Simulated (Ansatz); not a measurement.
Pulling on the Si1–H2 bond in CH4OSi (SMILES CO[SiH]) (multiplicity 1 held, fragments rigid). Energies count from the point at 1.549 Å.
Geometry at that point (charge 0, multiplicity 1):
```tsv
atom	x (Å)	y (Å)	z (Å)
Si	-0.4080	-0.6790	0.9181
H	-1.3102	-1.1884	-0.2339
O	0.4506	0.4193	0.0465
C	0.3828	0.7821	-1.3262
H	0.1532	1.8459	-1.4010
H	1.3533	0.5993	-1.7897
H	-0.3865	0.2027	-1.8435
```

U- levels take the lowest unrestricted solution at each point, which mixes spins at long bonds. Active spaces are followed from a long bond inwards. Curves can end on different states.

Frozen-core correlation.

The values were computed with Ansatz (Gaussian basis) for Hartree–Fock, density functionals and correlated methods. 

Energies in kcal/mol.

| R (Å) | U-HF/cc-pV(D+d)Z | U-MP2/cc-pV(D+d)Z | U-CCSD(T)/cc-pV(D+d)Z | FIC-MRCISD on CASSCF(2,2)/cc-pV(D+d)Z | FIC-MRCISD+Q on CASSCF(2,2)/cc-pV(D+d)Z |
|---|---|---|---|---|---|
| 1.240 | 23.2 | 25.6 | 24.4 | 24.5 | 24.4 |
| 1.394 | 4.0 | 5.3 | 4.7 | 4.8 | 4.7 |
| 1.549 | 0.0 | 0.0 | 0.0 | 0.0 | 0.0 |
| 1.704 | 3.9 | 2.4 | 3.0 | 2.9 | 3.0 |
| 1.859 | 11.7 | 9.1 | 9.7 | 9.5 | 9.6 |
| 2.092 | 26.1 | 22.6 | 22.1 | 21.7 | 21.9 |
| 2.324 | 39.8 | 41.1 | 34.6 | 33.8 | 34.2 |
| 2.711 | 51.0 | 59.6 | 52.8 | 50.6 | 51.0 |
| 3.099 | 55.1 | 66.3 | 65.5 | 62.0 | 62.4 |
| 3.564 | 56.8 | 69.1 | 72.3 | 69.4 | 69.9 |
| 4.183 | 57.5 | 70.2 | 74.3 | 72.8 | 73.5 |
| 4.958 | 57.6 | 70.5 | 74.7 | 73.8 | 74.5 |

Doubts at one or more of the structures used: a spin-contaminated determinant (U-HF/cc-pV(D+d)Z, U-MP2/cc-pV(D+d)Z, U-CCSD(T)/cc-pV(D+d)Z); T1 above 0.05 (U-CCSD(T)/cc-pV(D+d)Z).

Ansatz is a first-principles code.
